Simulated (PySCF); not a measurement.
# Ionisation energy of O²⁺ by level of theory

O²⁺ [He] 2s2 2p2 (3P) → O³⁺ [He] 2s2 2p1 (2P), as a difference of total energies. Calculation: PySCF 2.14, in x2c-TZVPPall with one added diffuse shell each of s, p, d type (6s4p3d1f, 40 functions); scalar relativity by spin-free X2C-1e. Correlated levels: valence and next inner shell: nothing frozen. The calculations carry no spin-orbit coupling.

```
                                method  ionisation energy (eV)
                                   UHF                  54.600
    MP2 (valence and next inner shell)                  54.982
SCS-MP2 (valence and next inner shell)                  54.838
   CCSD (valence and next inner shell)                  54.773
CCSD(T) (valence and next inner shell)                  54.781
```

**Question.** How much does correlation contribute at CCSD(T) (valence and next inner shell)?

**Answer.** 54.781 − (54.600) = 0.181 eV, measured against UHF.

A first-order spin-orbit estimate (lowest level to lowest level, LS coupling) adds -0.005 eV.

Errors of the correlated levels include the incompleteness of this basis.

For comparison: 54.936 eV (semi-empirical (NIST evaluation); NIST Atomic Spectra Database, ionization energies).
